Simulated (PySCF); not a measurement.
sulfur difluoride (F2S), SMILES FSF. Atoms are numbered in the order given.

```xyz
3

F      0.0000    -1.2073     0.4897
S      0.0000     0.0000    -0.5509
F      0.0000     1.2073     0.4897
```

Coordinates come from a ωB97X-D3(BJ)/def2-TZVP optimisation.

Level of theory: TDA-PBE0/def2-TZVPD (PySCF).

Vertical excitations.  State labels are in the subgroup C2v.

```tsv
state	symmetry	energy (eV)	λ (nm)	f	main pairs
S1	A2	3.40	364	0.000	HOMO→LUMO 99 %
S2	B1	4.90	253	0.009	HOMO→LUMO+1 98 %
S3	B1	6.70	185	0.071	HOMO→LUMO+2 99 %
S4	A1	7.47	166	0.020	HOMO→LUMO+3 99 %
S5	A2	7.63	163	0.000	HOMO→LUMO+4 99 %
S6	B1	7.74	160	0.007	HOMO→LUMO+5 98 %
S7	B2	9.08	136	0.030	HOMO−1→LUMO 67 %, HOMO−2→LUMO+1 14 %, HOMO→LUMO+9 13 %
S8	A1	9.09	136	0.003	HOMO−2→LUMO 96 %
S9	A2	9.19	135	0.000	HOMO→LUMO+6 99 %
S10	B1	9.42	132	0.005	HOMO−3→LUMO 81 %, HOMO→LUMO+8 18 %
T1	A2	2.43	510	0	HOMO→LUMO 98 %
T2	B1	3.38	367	0	HOMO→LUMO+1 95 %
T3	B1	6.50	191	0	HOMO→LUMO+2 98 %
T4	B2	7.16	173	0	HOMO−1→LUMO 93 %
```
Triplets are in the Tamm–Dancoff approximation.
